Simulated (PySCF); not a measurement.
Rigid-rotor lines calculated for a species of formula C7H11BCl2O (commonest isotopes; PBE0-D3(BJ)/def2-SVP geometry optimisation, gas phase (PySCF 2.14.0)), labelled J(Ka,Kc):

```json
{"transition": "2(1,2) ← 1(1,1)", "MHz": "1553.4"}
{"transition": "1(1,1) ← 0(0,0)", "MHz": "1606.7"}
{"transition": "2(0,2) ← 1(0,1)", "MHz": "1661.5"}
{"transition": "1(0,1) ← 0(0,0)", "MHz": "837.4"}
{"transition": "2(1,1) ← 1(1,0)", "MHz": "1796.0"}
```

(1) Find the rotational constants.

(2) What moments of inertia, asymmetry and inertial defect follow?

(3) Which dipole components do these lines need?

(4) Where do these fall, and of which type are they? 3(2,1) ← 2(1,1); 1(1,0) ← 1(0,1); 3(0,3) ← 2(1,2); 3(2,1) ← 2(2,0); 3(3,1) ← 2(2,0); 3(3,0) ← 2(2,0); 2(1,1) ← 2(1,2); 2(0,2) ← 1(1,1); 3(2,2) ← 2(1,1); 3(1,2) ← 2(0,2).

(5) Which structure gave them?

Answers

(1) 1(0,1) ← 0(0,0) is B + C, 2(1,1) ← 1(1,0) is 3B + C and 2(1,2) ← 1(1,1) is B + 3C, so B − C is half the difference of the last two, 121.3 MHz. 1(1,1) ← 0(0,0) is A + C. A = 1248.6, B = 479.3, C = 358.0 MHz.

(2) I = 505379 MHz·u·Å² over each constant: Ia = 404.75, Ib = 1054.33, Ic = 1411.54 u·Å²; κ = (2B − A − C)/(A − C) = -0.728 (asymmetric top); Δ = Ic − Ia − Ib = -47.53 u·Å².

(3) μa and μb (a-type: ΔKa even, ΔKc odd; b-type: both odd). The calculation gives |μa| = 0.34 D, |μb| = 0.49 D, |μc| = 0.52 D.

(4) 
```tsv
transition	MHz	type	branch
2(1,1) ← 2(1,2)	364	a	Q
1(1,0) ← 1(0,1)	891	b	Q
2(0,2) ← 1(1,1)	892	b	R
3(0,3) ← 2(1,2)	1799	b	R
3(2,1) ← 2(2,0)	2564	a	R
3(1,2) ← 2(0,2)	3710	c	R
3(2,2) ← 2(1,1)	4820	b	R
3(2,1) ← 2(1,1)	4885	c	R
3(3,1) ← 2(2,0)	6656	b	R
3(3,0) ← 2(2,0)	6657	c	R
```

(5) `COC1=CCC[C@@H](B(Cl)Cl)C1`, point group C1. Three constants can't fix a structure by themselves; this is the one that was computed:
```
atom  x, y, z in Å
C1     2.688    0.977    0.559
O2     1.835    0.006    0.018
C3     0.498    0.136    0.240
C4    -0.231   -0.965    0.469
C5    -1.717   -0.943    0.654
C6    -2.243    0.460    0.924
C7    -1.614    1.475   -0.044
B8    -2.315    2.874    0.003
Cl9   -4.054    2.998   -0.202
Cl10  -1.426    4.369    0.240
C11   -0.095    1.511    0.126
H12    3.713    0.681    0.299
H13    2.507    1.986    0.147
H14    2.605    1.028    1.660
H15    0.297   -1.922    0.502
H16   -1.999   -1.611    1.486
H17   -2.217   -1.364   -0.240
H18   -1.988    0.754    1.958
H19   -3.340    0.482    0.848
H20   -1.835    1.105   -1.068
H21    0.171    2.120    1.009
H22    0.368    2.026   -0.733
```

The values belong to one conformer (point group C1) with, in the numbering `[CH3:1][O:2][C:3]1=[CH:4][CH2:5][CH2:6][C@@H:7]([B:8]([Cl:9])[Cl:10])[CH2:11]1`, C1–O2–C3–C4 -142°, C6–C7–B8–Cl9 -53°, C3–C4–C5–C6 -15°, C4–C5–C6–C7 45°, C5–C6–C7–B8 169°, C6–C7–C11–C3 44°. No frequency check. Zero-point vibration and centrifugal distortion are left out. A rigid rotor knows nothing of internal rotation, which can split or shift real lines. Quadrupole hyperfine structure (11B, 35Cl) is left out.

Hardware: one thread, Arm Neoverse V2, on a shared host. Cost: 4.5 min wall. This is the geometry optimisation.
